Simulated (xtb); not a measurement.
H₃ClSi, charge -1, doublet, at the geometry of the source list (a state made from the parent by changing its charge; the spin is typed, not shown lowest); xtb with GFN2-xTB with ALPB(water).

The xtb input:
```
$ xtb mol.xyz --gfn 2 --chrg -1 --uhf 1 --alpb water --json

# file mol.xyz
5

Si    -0.12910000    -0.00570000    -0.00460000
Cl     1.87810000     0.08360000     0.06760000
H     -0.50430000    -0.99840000    -1.00530000
H     -0.63000000     1.31380000    -0.37260000
H     -0.61480000    -0.39330000     1.31500000
```

What the program printed (banner, timings and long lists left out):

```
   ID    Z sym.   atoms
    1   14 Si     1
    2   17 Cl     2
    3    1 H      3-5

           -------------------------------------------------
          |                Calculation Setup                |
           -------------------------------------------------

           -------------------------------------------------
          |                 G F N 2 - x T B                 |
           -------------------------------------------------

      * Solvation model:               ALPB
        Solvent                        water
        Parameter file                 internal GFN2-xTB/ALPB
        Dielectric constant                8.0200E+01
        Reference state                gsolv [1 M gas/solution]
        Free energy shift                  1.0808E-03 Eh       6.7819E-01 kcal/mol
        Temperature                        2.9815E+02 K
        Density                            1.0000E+00 kg/L
        Solvent mass                       1.8000E+01 g/mol
        Interaction kernel             P16
        Born radius scaling (c1)           1.4744E+00
        Born radii integrator          GBOBC
        Born offset                        0.0000E+00 a0       0.0000E+00 AA
        H-bond correction              true
        Ion screening                  false
        Surface tension                    1.0000E-05 Eh       1.5569E+01 dyn/cm
        Grid points                               230 per atom

          ...................................................
          :                      SETUP                      :
          :.................................................:
          :  # basis functions                  23          :
          :  # atomic orbitals                  21          :
          :  # shells                            9          :
          :  # electrons                        15          :
          :  max. iterations                   250          :
          :  Hamiltonian                  GFN2-xTB          :
          :  restarted?                      false          :
          :  GBSA solvation                   true          :
          :  PC potential                    false          :
          :  electronic temp.          300.0000000     K    :
          :  accuracy                    1.0000000          :
          :  -> integral cutoff          0.2500000E+02      :
          :  -> integral neglect         0.1000000E-07      :
          :  -> SCF convergence          0.1000000E-05 Eh   :
          :  -> wf. convergence          0.1000000E-03 e    :
          :  Broyden damping             0.4000000          :
          :  net charge                         -1          :
          :  unpaired electrons                  1          :
          ...................................................

 iter      E             dE          RMSdq      gap      omega  full diag
   1     -7.9814209 -0.798142E+01  0.811E+00    0.95       0.0  T
   2     -8.0563309 -0.749101E-01  0.516E+00    0.68       1.0  T
   3     -8.0569070 -0.576086E-03  0.281E+00    0.73       1.0  T
   4     -8.0575630 -0.655972E-03  0.743E-01    0.78       1.0  T
   5     -8.0576559 -0.928662E-04  0.481E-01    0.80       1.0  T
   6     -8.0583257 -0.669821E-03  0.325E-01    0.80       1.0  T
   7     -8.0586662 -0.340554E-03  0.134E-01    0.81       1.0  T
   8     -8.0586653  0.901610E-06  0.456E-02    0.81       1.0  T
   9     -8.0586680 -0.266083E-05  0.103E-02    0.81       4.3  T
  10     -8.0586682 -0.170007E-06  0.730E-03    0.81       6.1  T
  11     -8.0586683 -0.115029E-06  0.790E-04    0.81      56.6  T
  12     -8.0586683 -0.274216E-10  0.296E-04    0.81     151.0  T

   *** convergence criteria satisfied after 12 iterations ***

         :::::::::::::::::::::::::::::::::::::::::::::::::::::
         ::                     SUMMARY                     ::
         :::::::::::::::::::::::::::::::::::::::::::::::::::::
         :: total energy              -8.022513928498 Eh    ::
         :: total w/o Gsasa/hb        -8.018032453261 Eh    ::
         :: gradient norm              0.121517920659 Eh/a0 ::
         :: HOMO-LUMO gap              0.812534652506 eV    ::
         ::.................................................::
         :: SCC energy                -8.058668111977 Eh    ::
         :: -> isotropic ES            0.123731910859 Eh    ::
         :: -> anisotropic ES          0.000579297627 Eh    ::
         :: -> anisotropic XC         -0.011830311929 Eh    ::
         :: -> dispersion             -0.004245762094 Eh    ::
         :: -> Gsolv                  -0.093441209889 Eh    ::
         ::    -> Gelec               -0.088959734652 Eh    ::
         ::    -> Gsasa                0.002014544047 Eh    ::
         ::    -> Ghb                 -0.007576778982 Eh    ::
         ::    -> Gshift               0.001080759698 Eh    ::
         :: repulsion energy           0.036154183479 Eh    ::
         :: add. restraining           0.000000000000 Eh    ::
         :: total charge              -1.000000000000 e     ::
         :::::::::::::::::::::::::::::::::::::::::::::::::::::

           -------------------------------------------------
          |                Property Printout                |
           -------------------------------------------------

    * Orbital Energies and Occupations

         #    Occupation            Energy/Eh            Energy/eV
      -------------------------------------------------------------
         1        2.0000           -1.0303185             -28.0364
         2        2.0000           -0.6270945             -17.0641
         3        2.0000           -0.4180756             -11.3764
         4        2.0000           -0.4180691             -11.3762
         5        2.0000           -0.4170340             -11.3481
         6        2.0000           -0.3930977             -10.6967
         7        2.0000           -0.3930934             -10.6966
         8        1.0000           -0.1317274              -3.5845 (HOMO)
         9        0.0000           -0.1018673              -2.7719 (LUMO)
        10        0.0000           -0.1018445              -2.7713
        11                          0.0162598               0.4425
        12                          0.0162659               0.4426
        13                          0.0444125               1.2085
        14                          0.0694228               1.8891
        15                          0.0694229               1.8891
        16                          0.0916025               2.4926
        17                          0.0916034               2.4927
        18                          0.4385908              11.9347
        19                          0.7334615              19.9585
       ...                                ...                  ...
        21                          0.8180834              22.2612
      -------------------------------------------------------------
                  HL-Gap            0.0298601 Eh            0.8125 eV
             Fermi-level           -0.1897657 Eh           -5.1638 eV

     #   Z          covCN         q      C6AA      α(0)
     1  14 Si       3.563     0.299   103.932    19.620
     2  17 Cl       0.804    -0.494   115.431    16.436
     3   1 H        0.920    -0.268    17.699     6.580
     4   1 H        0.920    -0.268    17.695     6.579
     5   1 H        0.920    -0.268    17.701     6.580

 Mol. C6AA /au·bohr⁶  :       1114.632854
 Mol. C8AA /au·bohr⁸  :      39308.411340
 Mol. α(0) /au        :         55.793694

Wiberg/Mayer (AO) data.
largest (>0.10) Wiberg bond orders for each atom

 ---------------------------------------------------------------------------
     #   Z sym  total        # sym  WBO       # sym  WBO       # sym  WBO
 ---------------------------------------------------------------------------
     1  14 Si   3.363 --     2 Cl   0.883     4 H    0.827     3 H    0.827
                             5 H    0.827
     2  17 Cl   0.980 --     1 Si   0.883
     3   1 H    0.928 --     1 Si   0.827
     4   1 H    0.928 --     1 Si   0.827
     5   1 H    0.928 --     1 Si   0.827
 ---------------------------------------------------------------------------

Topologies differ in total number of bonds
Writing topology from bond orders to xtbtopo.mol

molecular dipole:
                 x           y           z       tot (Debye)
 q only:       -0.942      -0.042      -0.034
   full:       -0.912      -0.040      -0.033       2.321
molecular quadrupole (traceless):
                xx          xy          yy          xz          yz          zz
 q only:       -4.431      -0.297       2.213      -0.239      -0.011       2.218
  q+dip:      -10.526      -0.704       5.258      -0.569      -0.025       5.268
   full:      -11.446      -0.766       5.717      -0.619      -0.028       5.729

           -------------------------------------------------
          | TOTAL ENERGY               -8.022513928498 Eh   |
          | GRADIENT NORM               0.121517920659 Eh/α |
          | HOMO-LUMO GAP               0.812534652506 eV   |
           -------------------------------------------------

normal termination of xtb
```
